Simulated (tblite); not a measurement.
C6H10N2Si.
Atom-mapped SMILES: `[cH:1]1[cH:2][n:3]([C@@H:4]2[CH2:5][CH2:6][SiH2:7]2)[cH:8][n:9]1` (hydrogens: H10 on C1; H11 on C2; H12 on C4; H13, H14 on C5; H15, H16 on C6; H17, H18 on Si7; H19 on C8)

Computed with GFN2-xTB (tblite), gas phase: L-BFGS steps from a force-field or distance-geometry start until the largest atomic force falls under 0.01 eV/Å.

Step 5: E = -693.8788 eV
```
atom  x, y, z in Å  |  force x, y, z in eV/Å
C1      3.1301    0.3831   -0.1747    0.268  -0.149  -0.027
C2      2.2154   -0.6195   -0.2745   -0.041  -0.229  -0.161
N3      0.9930   -0.0419   -0.1205    0.031   0.116   0.009
C4     -0.2812   -0.6868   -0.0590    0.178  -0.216   0.052
C5     -1.3647   -0.2210   -1.0539    0.019   0.034  -0.049
C6     -2.5052    0.0475   -0.0516   -0.133  -0.054  -0.137
Si7    -1.3657   -0.2091    1.4570   -0.109  -0.005  -0.017
C8      1.2455    1.2666    0.1016   -0.032   0.242  -0.097
N9      2.5154    1.5639    0.0616   -0.069  -0.125  -0.017
H10     4.1864    0.2951   -0.2694    0.316   0.099   0.027
H11     2.3390   -1.6680   -0.4392   -0.025  -0.106  -0.052
H12    -0.1244   -1.7607   -0.1736    0.166  -0.029   0.050
H13    -1.6166   -0.9817   -1.8012    0.061   0.107   0.162
H14    -1.0619    0.6719   -1.5946    0.052   0.123   0.054
H15    -3.2670   -0.7187   -0.1433   -0.218  -0.002   0.022
H16    -2.9872    1.0126   -0.1749   -0.027   0.019  -0.023
H17    -1.6347   -1.3469    2.3338   -0.038   0.106   0.086
H18    -0.9177    1.0289    2.0885   -0.054  -0.122   0.135
H19     0.4919    1.9940    0.2803   -0.342   0.190  -0.019
```

Step 6: E = -693.8976 eV
```
atom  x, y, z in Å  |  force x, y, z in eV/Å
C1      3.1363    0.3780   -0.1750    0.138  -0.179  -0.043
C2      2.2166   -0.6248   -0.2807   -0.053  -0.024  -0.095
N3      0.9919   -0.0393   -0.1260    0.259   0.030  -0.001
C4     -0.2797   -0.6871   -0.0587    0.206  -0.238   0.142
C5     -1.3589   -0.2227   -1.0504   -0.244   0.059  -0.108
C6     -2.5103    0.0488   -0.0511   -0.120  -0.067  -0.217
Si7    -1.3704   -0.2110    1.4578   -0.077  -0.002   0.022
C8      1.2475    1.2689    0.0950   -0.210   0.216  -0.044
N9      2.5171    1.5587    0.0611    0.063  -0.046  -0.037
H10     4.1988    0.3068   -0.2672    0.124   0.044   0.038
H11     2.3332   -1.6764   -0.4417   -0.025  -0.031  -0.048
H12    -0.1062   -1.7588   -0.1718    0.082  -0.038   0.046
H13    -1.6104   -0.9790   -1.8043    0.058   0.111   0.204
H14    -1.0596    0.6719   -1.5890    0.072   0.144   0.053
H15    -3.2814   -0.7112   -0.1460   -0.109  -0.005   0.025
H16    -2.9999    1.0134   -0.1781    0.087  -0.035  -0.008
H17    -1.6384   -1.3461    2.3439   -0.029   0.145   0.032
H18    -0.9195    1.0258    2.0978   -0.074  -0.166   0.095
H19     0.4835    1.9933    0.2770   -0.149   0.082  -0.057
```

Step 7: E = -693.9111 eV
```
atom  x, y, z in Å  |  force x, y, z in eV/Å
C1      3.1422    0.3708   -0.1759    0.105  -0.005  -0.036
C2      2.2176   -0.6277   -0.2873   -0.028  -0.059  -0.053
N3      0.9945   -0.0368   -0.1299    0.182  -0.007   0.006
C4     -0.2752   -0.6902   -0.0562    0.116  -0.114   0.110
C5     -1.3575   -0.2225   -1.0486   -0.232   0.076  -0.041
C6     -2.5162    0.0484   -0.0544   -0.066  -0.070  -0.156
Si7    -1.3757   -0.2125    1.4578   -0.050  -0.007  -0.004
C8      1.2455    1.2741    0.0888   -0.024   0.075  -0.025
N9      2.5203    1.5533    0.0598    0.004   0.003  -0.050
H10     4.2114    0.3164   -0.2648   -0.088  -0.012   0.046
H11     2.3285   -1.6842   -0.4447   -0.038   0.098  -0.035
H12    -0.0908   -1.7593   -0.1696    0.025  -0.056   0.037
H13    -1.6049   -0.9753   -1.8030    0.031   0.051   0.141
H14    -1.0565    0.6748   -1.5837    0.064   0.114   0.070
H15    -3.2948   -0.7062   -0.1474   -0.033  -0.014   0.006
H16    -3.0076    1.0135   -0.1808    0.141  -0.047  -0.008
H17    -1.6418   -1.3426    2.3523   -0.031   0.146   0.007
H18    -0.9223    1.0202    2.1069   -0.083  -0.173   0.068
H19     0.4734    1.9951    0.2735    0.006   0.001  -0.085
```

Step 8: E = -693.9168 eV
```
atom  x, y, z in Å  |  force x, y, z in eV/Å
C1      3.1458    0.3678   -0.1769   -0.011   0.044  -0.031
C2      2.2183   -0.6294   -0.2910    0.031   0.024  -0.012
N3      0.9975   -0.0358   -0.1310    0.058  -0.027   0.008
C4     -0.2717   -0.6928   -0.0537    0.013  -0.006   0.036
C5     -1.3594   -0.2207   -1.0480   -0.071   0.053   0.024
C6     -2.5196    0.0468   -0.0583   -0.022  -0.052  -0.044
Si7    -1.3789   -0.2133    1.4569   -0.039  -0.016  -0.042
C8      1.2451    1.2775    0.0857    0.017  -0.037  -0.018
N9      2.5214    1.5508    0.0583    0.043   0.054  -0.054
H10     4.2159    0.3196   -0.2631   -0.116  -0.032   0.041
H11     2.3262   -1.6861   -0.4467   -0.036   0.087  -0.038
H12    -0.0844   -1.7613   -0.1681    0.003  -0.045   0.031
H13    -1.6026   -0.9732   -1.7998    0.010   0.006   0.065
H14    -1.0542    0.6783   -1.5804    0.041   0.072   0.086
H15    -3.3011   -0.7050   -0.1477   -0.018  -0.025  -0.018
H16    -3.0078    1.0130   -0.1819    0.126  -0.027  -0.015
H17    -1.6438   -1.3384    2.3556   -0.041   0.118   0.014
H18    -0.9250    1.0148    2.1118   -0.078  -0.144   0.065
H19     0.4684    1.9968    0.2707    0.090  -0.047  -0.098
```

**Question.** Estimate the geometry and energy of step 9. (The exact step hangs on the optimiser's Hessian estimate; all steps are aligned on step 8, rigid shifts and turns removed.)

**Answer.** E = -693.9205 eV, largest force 0.150 eV/Å
```
atom  x, y, z in Å  |  force x, y, z in eV/Å
C1      3.1474    0.3668   -0.1781   -0.060   0.081  -0.025
C2      2.2195   -0.6298   -0.2933    0.033   0.059   0.013
N3      0.9999   -0.0356   -0.1313   -0.034  -0.027   0.010
C4     -0.2695   -0.6944   -0.0517   -0.045   0.047  -0.023
C5     -1.3615   -0.2187   -1.0471    0.074   0.013   0.053
C6     -2.5221    0.0448   -0.0612    0.007  -0.035   0.042
Si7    -1.3816   -0.2140    1.4555   -0.031  -0.025  -0.060
C8      1.2453    1.2786    0.0835    0.086  -0.078  -0.018
N9      2.5230    1.5503    0.0564    0.005   0.055  -0.053
H10     4.2166    0.3209   -0.2614   -0.077  -0.042   0.030
H11     2.3242   -1.6857   -0.4487   -0.021   0.049  -0.043
H12    -0.0806   -1.7633   -0.1666   -0.015  -0.016   0.026
H13    -1.6010   -0.9719   -1.7967   -0.001  -0.015   0.008
H14    -1.0521    0.6817   -1.5767    0.017   0.039   0.093
H15    -3.3052   -0.7050   -0.1483   -0.016  -0.033  -0.036
H16    -3.0055    1.0123   -0.1829    0.093   0.002  -0.018
H17    -1.6458   -1.3337    2.3579   -0.052   0.079   0.029
H18    -0.9281    1.0088    2.1160   -0.068  -0.104   0.068
H19     0.4671    1.9970    0.2672    0.104  -0.051  -0.095
```

The energy changes by -0.0037 eV. The first-order estimate −F·Δx gives -0.0050 eV and the mean of the old and new forces, exact on a quadratic surface, -0.0037 eV. The step makes an angle of 45° with the force vector and moves no atom by more than 0.008 Å.

What follows is the cost of the whole relaxation. The run took 0.61 s of wall time on an Arm Neoverse N1 with one thread, shared host.
